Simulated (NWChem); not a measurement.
System meant: CH6AuNO; SMILES C[O][Au]<-[NH3]

NWChem input:

```
start job
memory heap 200 mb stack 900 mb global 1100 mb
geometry units angstroms noautoz
  Au     0.062963    -0.172209    -0.001393
  O      0.530450     1.740408    -0.002608
  C     -0.507301     2.681999     0.000235
  H     -1.171276     2.637230     0.901577
  H     -0.045800     3.699041    -0.002270
  H     -1.177650     2.635692    -0.896275
  N     -0.272430    -2.249755    -0.000670
  H      0.056973    -2.693359    -0.870993
  H     -1.275528    -2.466957     0.089542
  H      0.210266    -2.715886     0.782027
end
basis spherical
  * library def2-svp
end
ecp
  Au library def2-ecp
end
dft
  xc xpbe96 cpbe96
  iterations 4
  mulliken
end
task dft energy
```

End of the output:

```
    Atom       Charge   Shell Charges
 -----------   ------   -------------------------------------------------------
    1 Au  19    19.18   0.00  0.02  1.05  0.89  0.64  0.46  4.95  1.14  0.26  7.84  1.89  0.02
    2 O    8     8.27   1.97  0.93  0.63  2.70  2.02  0.02
    3 C    6     5.94   1.96  0.58  0.31  1.79  1.17  0.13
    4 H    1     1.01   0.65  0.29  0.06
    5 H    1     1.00   0.65  0.29  0.06
    6 H    1     1.01   0.65  0.29  0.06
    7 N    7     6.93   1.97  0.70  0.41  2.20  1.63  0.04
    8 H    1     0.89   0.59  0.19  0.11
    9 H    1     0.89   0.59  0.19  0.11
   10 H    1     0.89   0.59  0.19  0.11

 center of mass
 --------------
 x =   0.04313619 y =  -0.06430326 z =  -0.00001633

 moments of inertia (a.u.)
 ------------------
         939.576924124711          -0.000000000000          -0.000000000000
          -0.000000000000          59.492093817101          -0.000000000000
          -0.000000000000          -0.000000000000         977.515458503864

     Multipole analysis of the density
     ---------------------------------

     L   x y z        total         alpha         beta         nuclear
     -   - - -        -----         -----         ----         -------
     0   0 0 0     -0.000000    -23.000000    -23.000000     46.000000

     1   1 0 0     -0.765191      2.770374      2.770374     -6.305940
     1   0 1 0     -2.633592    -12.006668    -12.006668     21.379744
     1   0 0 1      0.000180     -0.000416     -0.000416      0.001012

     2   2 0 0    -32.633368    -32.179700    -32.179700     31.726032
     2   1 1 0     -0.566792      2.007840      2.007840     -4.582471
     2   1 0 1     -0.001415     -0.000775     -0.000775      0.000135
     2   0 2 0    -22.660290   -281.460076   -281.460076    540.259862
     2   0 1 1     -0.000845      0.002090      0.002090     -0.005025
     2   0 0 2    -32.555103    -21.624104    -21.624104     10.693106

 ------------------------------------------------------------------------
 dft energy failed                                                                                  0
 ------------------------------------------------------------------------
 ------------------------------------------------------------------------
  current input line :
    26: task dft energy
 ------------------------------------------------------------------------
 ------------------------------------------------------------------------
 This type of error is most commonly associated with calculations not reaching convergence criteria
 ------------------------------------------------------------------------
 For more information see the NWChem manual at https://nwchemgit.github.io

0:dft energy failed:Received an Error in Communication
```

Q: Can this run be used? If not, why, and what is the fix?

A: The run did not converge; its last values are not results. Cause: the SCF was allowed too few iterations. This input runs:
```
start job
memory heap 200 mb stack 900 mb global 1100 mb
geometry units angstroms noautoz
  Au     0.062963    -0.172209    -0.001393
  O      0.530450     1.740408    -0.002608
  C     -0.507301     2.681999     0.000235
  H     -1.171276     2.637230     0.901577
  H     -0.045800     3.699041    -0.002270
  H     -1.177650     2.635692    -0.896275
  N     -0.272430    -2.249755    -0.000670
  H      0.056973    -2.693359    -0.870993
  H     -1.275528    -2.466957     0.089542
  H      0.210266    -2.715886     0.782027
end
basis spherical
  * library def2-svp
end
ecp
  Au library def2-ecp
end
dft
  xc xpbe96 cpbe96
  iterations 150
  mulliken
end
task dft energy
```
It converges to -307.14023 Ha (PBE/def2-SVP with def2 effective core potentials on Au).
